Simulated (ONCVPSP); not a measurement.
# Varying the ONCV potential for P

Base potential:

```
Element                 : P
Generator               : ONCVPSP 4.0.1
Type                    : optimised norm-conserving Vanderbilt (ONCV)
Functional              : LDA (Perdew-Zunger)
Relativity              : scalar-relativistic
Frozen core             : [Ne]
Valence charge          : 5
Reference configuration : 3s2 3p3
Partial waves           : 3s: rc 1.65 bohr, ncon 4, nbas 8, qcut 4.8 1/bohr, 2 projectors, debl 1.8 Ha; 3p: rc 2.05 bohr, ncon 4, nbas 8, qcut 3.7 1/bohr, 2 projectors, debl 0.4 Ha
Local potential         : polynomial inside 1.25 bohr (lpopt 3, dvloc0 1 Ha)
Core correction         : Teter function, fcfact 2.5, rcfact 1.1
```

All-electron outer shells of the reference configuration (LDA (Perdew-Zunger), scalar-relativistic, ld1.x):

| shell | level (eV) | outermost node (bohr) | outermost maximum (bohr) |
| --- | --- | --- | --- |
| 2s | -173.14 | 0.14 | 0.42 |
| 2p | -124.52 | – | 0.35 |
| 3s | -14.02 | 0.66 | 1.56 |
| 3p | -5.60 | 0.64 | 1.83 |

Cutoffs, loose and tight: the cutoffs (Ha) at which the residual kinetic energy of the hardest occupied pseudo-wave falls to 1 and 0.1 mHa per electron. They do not see the model core or the augmentation charge, which bear on the density cutoff. Test errors are all-electron minus pseudo excitation energies from the reference, over the configurations 3s2 3p2; 3s2 3p1; 3s2 3p0; 3s1 3p3. A dash means not determined; rows that change the core or the reference have their own tests.

```csv
change,outcome,"cutoff, loose","cutoff, tight",bound ghosts,GHOST(+) flags above zero,largest test error (meV)
base,generated,9.9 Ha,19 Ha,none,s,+80
"core correction Teter function, fcfact 1.6, rcfact 1.1",generated,9.9 Ha,19 Ha,none,s,+85
"core correction Teter function, fcfact 2.9, rcfact 1.1",generated,9.9 Ha,19 Ha,none,s,+78
"core correction Teter function, fcfact 3.9, rcfact 1.1",generated,9.9 Ha,19 Ha,none,s,+73
"core correction Teter function, fcfact 5.1, rcfact 1.1",generated,9.9 Ha,19 Ha,none,s,+68
"core correction Teter function, fcfact 6.5, rcfact 1.1",generated,9.9 Ha,19 Ha,none,s,+63
"core correction Teter function, fcfact 7.4, rcfact 1.1",generated,9.9 Ha,19 Ha,none,s,+60
```

Reading the sweep of the fcfact (base included, trends over the rows without a ghost): The loose cutoff stays near 9.9 Ha. The median size of the test errors (rows with all tests solved) falls from 13.3 meV at 1.6 to 9.7 meV at 7.4.
